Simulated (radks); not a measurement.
Neutral iridium, configuration [Xe] 4f14 5d7 6s2 (the NIST ground configuration). Method: scalar-relativistic Kohn-Sham, RPBE, spin-unpolarised, spherical densities, point nucleus; computed with a radial shooting solver on a logarithmic mesh with Libxc functionals.

Radial electron density D(r) = 4 pi r^2 rho(r):

| r (bohr) | D(r) (e/bohr) |
|---|---|
| 0.001028 | 9.655 |
| 0.001197 | 12.09 |
| 0.001393 | 15.07 |
| 0.001622 | 18.70 |
| 0.001888 | 23.07 |
| 0.002198 | 28.26 |
| 0.002559 | 34.34 |
| 0.002979 | 41.35 |
| 0.003496 | 49.70 |
| 0.00407 | 58.44 |
| 0.004738 | 67.74 |
| 0.005515 | 77.21 |
| 0.006421 | 86.35 |
| 0.007475 | 94.50 |
| 0.008702 | 100.9 |
| 0.01013 | 105.0 |
| 0.01179 | 106.3 |
| 0.01373 | 104.7 |
| 0.01598 | 101.1 |
| 0.01861 | 96.89 |
| 0.02166 | 94.23 |
| 0.02522 | 95.35 |
| 0.02936 | 101.8 |
| 0.03418 | 113.3 |
| 0.03979 | 127.2 |
| 0.04632 | 138.9 |
| 0.05392 | 143.5 |
| 0.06277 | 138.5 |
| 0.07308 | 126.5 |
| 0.08576 | 114.2 |
| 0.09984 | 111.1 |
| 0.1162 | 118.6 |
| 0.1353 | 129.4 |
| 0.1575 | 131.5 |
| 0.1834 | 117.6 |
| 0.2135 | 93.67 |
| 0.2485 | 74.58 |
| 0.2893 | 70.94 |
| 0.3368 | 78.80 |
| 0.3921 | 84.19 |
| 0.4565 | 77.22 |
| 0.5314 | 59.96 |
| 0.6186 | 41.62 |
| 0.7202 | 28.99 |
| 0.8384 | 22.48 |
| 0.9761 | 18.87 |
| 1.136 | 15.45 |
| 1.323 | 11.69 |
| 1.54 | 8.225 |
| 1.793 | 5.601 |
| 2.104 | 3.740 |
| 2.449 | 2.544 |
| 2.851 | 1.668 |
| 3.319 | 1.010 |
| 3.864 | 0.5482 |
| 4.499 | 0.2639 |
| 5.237 | 0.1118 |
| 6.097 | 0.03984 |
| 7.098 | 0.01127 |
| 8.263 | 0.002459 |
| 9.619 | 0.0004024 |

D(r) has 4 maxima, at r = 0.0117, 0.0539, 0.149, 0.392 bohr, and minima at 0.0225, 0.0967, 0.278 bohr, inside which lie 1.89, 11.06, 30.02 electrons.
